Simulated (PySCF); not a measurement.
HOP, SMILES O=P.

The structure is a stationary point at TPSSh-D3(BJ)/def2-TZVPD.

Two levels are set side by side: TDDFT-PBE/def2-TZVPD (PySCF) and ADC(2)/aug-cc-pVDZ (PySCF). Vertical, same geometry; the bases differ. Differences are taken from unrounded values.

```
quantity                        ADC(2)
------------------------------  ------
lowest singlet excitation (eV)    2.36
```

Task: What does TDDFT-PBE give, and how far is it from ADC(2)? (Estimate from the structure and the level; the computed values follow.)

Result: 
```tsv
quantity	TDDFT-PBE	TDDFT-PBE minus ADC(2)
lowest singlet excitation (eV)	2.30	-0.06
```

Rough cost on one machine, each run with all the roots and properties that it gave: ADC(2) against TDDFT-PBE about 2 times.
